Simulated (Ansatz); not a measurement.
Li₉Cl₉⁺ (started as a model of: 2x3x3 LiCl rock-salt block). Total charge 1; doublet. Geometry PBE-D4/def2-SVP, that of the neutral singlet; atoms count from 1.

```xyz
18

Li   -2.718    1.096   -1.460
Cl   -1.784    2.315    0.260
Li   -0.557    2.348    2.212
Cl   -0.885    0.541   -2.745
Li    0.322    1.145   -0.580
Cl    1.594    1.977    1.470
Li    1.008   -0.745   -3.024
Cl    2.493    0.202   -1.535
Li    3.169    0.507    0.648
Cl   -3.506   -0.821   -0.564
Li   -2.254    0.028    1.316
Cl   -1.168    0.534    3.411
Li   -1.420   -1.620   -1.474
Cl   -0.286   -1.017    0.515
Li    0.883   -0.286    2.440
Cl    0.527   -2.813   -2.257
Li    1.718   -1.934   -0.351
Cl    2.865   -1.458    1.718
```

(1) Estimate the Mulliken populations from the PBE0/def2-TZVP orbitals of Ansatz.

(2) Where does the spin sit?

## Answers

(1) 
| atom | charge (e) | spin (α − β) |
| --- | --- | --- |
| Li1 | 0.72 | 0.00 |
| Cl2 | -0.67 | 0.01 |
| Li3 | 0.72 | 0.00 |
| Cl4 | -0.65 | 0.05 |
| Li5 | 0.69 | 0.00 |
| Cl6 | -0.65 | 0.05 |
| Li7 | 0.72 | 0.00 |
| Cl8 | -0.67 | 0.01 |
| Li9 | 0.72 | 0.00 |
| Cl10 | -0.54 | 0.20 |
| Li11 | 0.73 | 0.00 |
| Cl12 | -0.54 | 0.20 |
| Li13 | 0.72 | -0.01 |
| Cl14 | -0.65 | 0.15 |
| Li15 | 0.72 | -0.01 |
| Cl16 | -0.54 | 0.20 |
| Li17 | 0.73 | 0.00 |
| Cl18 | -0.54 | 0.20 |
Mulliken values depend strongly on the basis.

(2) Summed by element: Li -0.05, Cl 1.05, of 1 unpaired in all. Largest on single atoms: Cl16 0.20, Cl12 0.20, Cl10 0.20.
